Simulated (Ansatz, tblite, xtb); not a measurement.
Breaking a bond: Ir(F)6, SMILES [F][Ir]([F])([F])([F])([F])[F], quartet. The Ir1–F7 bond (Ir1 also carries F, F, F, F, F; F7 carries nothing else) is varied alone, starting from the PBE0/def2-TZVP, def2 effective core potentials past Kr optimised geometry.

Levels of theory: GFN2-xTB, 300 K electronic temperature (tblite); UKS-PBE = unrestricted PBE/def2-TZVP, def2 effective core potentials past Kr (Ansatz, a program for electronic structure); GFN1-xTB (xtb).

Energies are in eV, each relative to the lowest point of its own curve near equilibrium.

```json
[
 {"R / Å": "1.51", "GFN2-xTB": "1.798", "UKS-PBE": "(withheld)", "GFN1-xTB": "1.962"},
 {"R / Å": "1.62", "GFN2-xTB": "0.619", "UKS-PBE": "1.421", "GFN1-xTB": "0.665"},
 {"R / Å": "1.72", "GFN2-xTB": "0.157", "UKS-PBE": "0.418", "GFN1-xTB": "0.159"},
 {"R / Å": "1.76", "GFN2-xTB": "0.068", "UKS-PBE": "0.208", "GFN1-xTB": "0.064"},
 {"R / Å": "1.83", "GFN2-xTB": "0.000", "UKS-PBE": "0.022", "GFN1-xTB": "0.000"},
 {"R / Å": "1.89", "GFN2-xTB": "(withheld)", "UKS-PBE": "0.000", "GFN1-xTB": "0.020"},
 {"R / Å": "1.95", "GFN2-xTB": "0.051", "UKS-PBE": "(withheld)", "GFN1-xTB": "0.090"},
 {"R / Å": "2.10", "GFN2-xTB": "0.271", "UKS-PBE": "0.467", "GFN1-xTB": "0.397"},
 {"R / Å": "2.22", "GFN2-xTB": "0.499", "UKS-PBE": "0.901", "GFN1-xTB": "0.706"},
 {"R / Å": "2.40", "GFN2-xTB": "0.859", "UKS-PBE": "1.583", "GFN1-xTB": "(withheld)"},
 {"R / Å": "2.70", "GFN2-xTB": "1.393", "UKS-PBE": "2.565", "GFN1-xTB": "1.812"},
 {"R / Å": "3.03", "GFN2-xTB": "(withheld)", "UKS-PBE": "(withheld)", "GFN1-xTB": "—"},
 {"R / Å": "3.40", "GFN2-xTB": "—", "UKS-PBE": "3.731", "GFN1-xTB": "—"},
 {"R / Å": "3.87", "GFN2-xTB": "—", "UKS-PBE": "3.976", "GFN1-xTB": "—"},
 {"R / Å": "4.49", "GFN2-xTB": "—", "UKS-PBE": "4.107", "GFN1-xTB": "—"},
 {"R / Å": "5.36", "GFN2-xTB": "—", "UKS-PBE": "4.181", "GFN1-xTB": "—"}
]
```

### Question
Complete the blanks.

### Answer

- 1.51, UKS-PBE: 3.725
- 1.89, GFN2-xTB: 0.005
- 1.95, UKS-PBE: 0.067
- 2.40, GFN1-xTB: 1.176
- 3.03, GFN2-xTB: 1.813
- 3.03, UKS-PBE: 3.298

A dash means that the run gave no value there, or that the column was ended at a point which the program doubted or which failed a test of continuity chosen for this set; such a test can also cut sound points.
